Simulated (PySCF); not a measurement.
Isomers of C4H11As, one conformer each; single-point electronic energies without zero-point terms and without any empirical dispersion term.

Computed with PySCF at CAM-B3LYP/def2-SVPD, non-relativistic, each on one gas-phase PBE0-D3(BJ)/def2-SVP geometry that isn't relaxed in the solvent. The solvent is an IEF-PCM continuum (van der Waals radii × 1.2). The model holds no explicit solvent molecules, cavitation or dispersion. Spin–orbit coupling is left out although an atom past zinc is present.

```tsv
isomer	relative energy, gas (kcal/mol)	dipole (D)
`CCCC[AsH2]`	0.0	1.11
`CC(C)C[AsH2]`	0.4	1.03
`CC[C@H](C)[AsH2]`	1.3	1.13
```

Question: How do the relative energies look in chloroform (ε = 4.711)?

Answer: 
```
            isomer  relative energy, solvent (kcal/mol)  E(solvent) − E(gas) (kcal/mol)  dipole in solvent (D)
      `CCCC[AsH2]`                                  0.0                            -1.0                   1.35
    `CC(C)C[AsH2]`                                  0.4                            -0.9                   1.30
`CC[C@H](C)[AsH2]`                                  1.3                            -1.0                   1.41
```

The order is unchanged. Conformers: `[CH3:1][CH2:2][CH2:3][CH2:4][AsH2:5]` with C1–C2–C3–C4 180°, C2–C3–C4–As5 180°, C3–C4–As5–H -46° and 46°; `[CH3:1][CH:2]([CH3:3])[CH2:4][AsH2:5]` with C1–C2–C4–As5 176°, C2–C4–As5–H -162° and -70°; `[CH3:1][CH2:2][C@H:3]([CH3:4])[AsH2:5]` with C1–C2–C3–C4 -63°, C2–C3–As5–H -45° and 47°. The gains span 0.1 kcal/mol, the gas-phase energies 1.3 kcal/mol.
